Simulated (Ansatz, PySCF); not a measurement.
Gas-phase reaction (SMILES): [Cl][AlH][Cl] + N (NH3) → [NH2][Al]([Cl])[Cl] + [H][H] (H2); ammonia cleaves one Al-H bond, a model of a ligand-exchange step.

Geometries: B3LYP-D3(BJ)/def2-TZVP minima from Ansatz (a first-principles code), one conformer each, not searched for the lowest. Correlated levels leave the core frozen unless marked. No spin-orbit coupling. Non-relativistic. CBS marks a two-point X^-3 extrapolation of the correlation energy; Hartree-Fock from the larger set (for Q and 5 zeta extrapolated as (X+1)exp(-9√X)). Thermal terms are rigid-rotor harmonic-oscillator values from B3LYP-D3(BJ) frequencies (Ansatz or PySCF) at 298.15 K and 1 atm. 1 Eh = 627.5095 kcal/mol.

| species | E, CCSD(T)/CBS(cc-pV(Q+d)Z,cc-pV(5+d)Z) (Ansatz) (Eh) | E, B3LYP-D3(BJ)/def2-TZVPD (Ansatz + dftd3) (Eh) | H - E (Eh) |
|---|---|---|---|
| [Cl][AlH][Cl] | -1162.29931 | -1163.66167 | 0.01512 |
| N (NH3) | -56.50471 | -56.58902 | 0.03799 |
| [NH2][Al]([Cl])[Cl] | -1217.65884 | -1219.09874 | 0.03578 |
| [H][H] (H2) | -1.17453 | -1.17983 | 0.01336 |

### Question
Work out ΔE and ΔH at 298.15 K at the first level, then ΔH at the second.

### Answer

1. ΔE = [(-1217.65884) + (-1.17453)] - [(-1162.29931) + (-56.50471)] = -0.02935 Eh = -18.4 kcal/mol at CCSD(T)/CBS(cc-pV(Q+d)Z,cc-pV(5+d)Z).
2. The terms H - E add up to -0.00397 Eh, so ΔH = (-0.02935 + (-0.00397))×627.5095 = -20.9 kcal/mol.
3. At B3LYP-D3(BJ)/def2-TZVPD the same steps give ΔE = -17.5 and ΔH = -20.0 kcal/mol, a shift of +0.9 from the first level.
4. These values are not checked against measurement here, since the tables used lack a sound gas-phase enthalpy of formation for at least one species.
